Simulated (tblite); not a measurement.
Isomers of C8H5FN (doublet state). Computed with GFN2-xTB (tblite): harmonic, unscaled wavenumbers at the GFN2-xTB geometry, gas phase. The method is semi-empirical: single wavenumbers can be off by several per cent or more. One conformer each. Open shells enter through the occupations alone, without spin polarisation, and single modes of such species can be off by tens of per cent.

Electronic energies: GFN2-xTB at the same geometries; isomer energies are rough at this level and their order can be wrong.

```
              SMILES  electronic energy, lowest = 0 (kJ/mol)
   Cc1c(C#N)[c]ccc1F                                    11.1
 C#Cc1c[c]c(N)c(F)c1                                    98.2
C#Cc1ccc([NH])c(F)c1                                     0.0
```

Q: How do GFN2-xTB zero-point energies change the relative energies?

A: 
```csv
SMILES,ZPE (kJ/mol),of it from modes above 1550 cm⁻¹,electronic (kJ/mol),"with ZPE, lowest = 0 (kJ/mol)",lowest mode (cm⁻¹),rings
C#Cc1ccc([NH])c(F)c1,266.0,118.6,0.0,0.0,83,1
Cc1c(C#N)[c]ccc1F,268.6,115.1,11.1,13.6,34,1
C#Cc1c[c]c(N)c(F)c1,264.8,122.3,98.2,97.0,89,1
```

The zero-point energies span 3.8 kJ/mol, from `C#Cc1c[c]c(N)c(F)c1` to `Cc1c(C#N)[c]ccc1F`. The order is unchanged.
